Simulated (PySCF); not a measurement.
Ta(S)(F)2(OH) (F2HOSTa), SMILES [OH][Ta]([F])([F])=[S], multiplicity 1. Heavy atoms are numbered as in [Ta:1](=[S:2])([F:3])([F:4])[OH:5]. Hydrogens are named by the atom that carries them.

The structure is a stationary point at PBE0-D3(BJ)/def2-SVP. The multiplicity is an assumed one; other spin states were not compared. The def2 effective core potentials stand for the cores of Ta; spin–orbit coupling is left out. The values are those of a single conformer.

All values below come from CAM-B3LYP/def2-TZVP in PySCF.

ESP charges are fitted to the potential on shells at 1.4 to 2.0 van der Waals radii. Atomic charges (e), one atom of each kind:

```
atom     ESP fit  Löwdin
-------  -------  ------
Ta1         1.19    0.52
S2         -0.43       …
F3         -0.29       …
O5 (OH)    -0.57       …
H on O5     0.39    0.19
```

Task: Fill in the missing entries. (An estimate is asked for; the answer gives what the named calculation found.)

Result: 
- S2, Löwdin: 0.01
- F3, Löwdin: -0.22
- O5 (OH), Löwdin: -0.27
